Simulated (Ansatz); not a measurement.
Born–Oppenheimer molecular dynamics of C$_{3}$H$_{9}$BO (14 atoms, charge 0, multiplicity 1). It starts at the highest image of a converged band. Of that band: Neighbouring images differ by up to 1.8 eV, so the band resolves the path poorly. A vibrational analysis at the climbing image gives one clearly imaginary mode, 590i cm⁻¹: a first-order saddle point.

Computed with RKS r2SCANh-D4/6-31G (Ansatz).

```yaml
ensemble: NVE (velocity Verlet)
time_step: 0.5 fs
steps_asked: 143
starting_velocities_drawn_for: 300 K
seed: 5505
```

First frame:

```xyz
14
Properties=species:S:1:pos:R:3
C -1.124 1.122 0.918
C -0.706 0.094 -0.098
C -0.080 -1.119 0.289
B 1.116 -0.142 -0.518
O 1.372 -0.572 -1.873
H -2.092 0.826 1.339
H -1.225 2.118 0.482
H -0.403 1.169 1.739
H 0.633 1.015 -0.587
H -1.195 0.127 -1.068
H 0.113 -1.291 1.341
H -0.234 -2.004 -0.317
H 1.962 0.042 0.320
H 1.849 -1.413 -1.940
```

(1) How far do the bonds stretch over the last three quarters of this one trajectory? (Pairs bonded in most of those frames.)

Results:

(1) 
```json
{"bond": "C1–C2", "mean (Å)": "1.510", "spread (Å)": "0.031", "shortest": "1.45", "longest": "1.55"}
{"bond": "C1–H6", "mean (Å)": "1.098", "spread (Å)": "0.006", "shortest": "1.09", "longest": "1.11"}
{"bond": "C1–H7", "mean (Å)": "1.095", "spread (Å)": "0.020", "shortest": "1.07", "longest": "1.13"}
{"bond": "C1–H8", "mean (Å)": "1.095", "spread (Å)": "0.019", "shortest": "1.06", "longest": "1.12"}
{"bond": "C2–C3", "mean (Å)": "1.361", "spread (Å)": "0.022", "shortest": "1.33", "longest": "1.40"}
{"bond": "C2–H10", "mean (Å)": "1.089", "spread (Å)": "0.013", "shortest": "1.07", "longest": "1.11"}
{"bond": "C3–H11", "mean (Å)": "1.088", "spread (Å)": "0.003", "shortest": "1.08", "longest": "1.09"}
{"bond": "C3–H12", "mean (Å)": "1.085", "spread (Å)": "0.007", "shortest": "1.07", "longest": "1.10"}
{"bond": "B4–O5", "mean (Å)": "1.413", "spread (Å)": "0.040", "shortest": "1.33", "longest": "1.46"}
{"bond": "B4–H9", "mean (Å)": "1.201", "spread (Å)": "0.016", "shortest": "1.18", "longest": "1.24"}
{"bond": "B4–H13", "mean (Å)": "1.208", "spread (Å)": "0.031", "shortest": "1.16", "longest": "1.26"}
{"bond": "O5–H14", "mean (Å)": "0.970", "spread (Å)": "0.014", "shortest": "0.95", "longest": "0.99"}
```

Mean temperature of the second half: 393 K. The conserved energy stayed within 0.15 meV per atom of its start (net change 0.1 meV per atom), so the integration is sound. The system heated up, since it started high on the potential surface and ran downhill. A run of 0.071 ps of so small a system gives no equilibrium averages. The orbitals stay closed-shell, which can raise the energy where a bond breaks towards radicals; this wasn't checked here. Limits of this set-up: no polarisation functions.

Time of the run: 10 min on 1 thread of Intel(R) Xeon(R) Platinum 8488C (Sapphire Rapids), with other jobs on the host, peak memory 0.18 GiB.
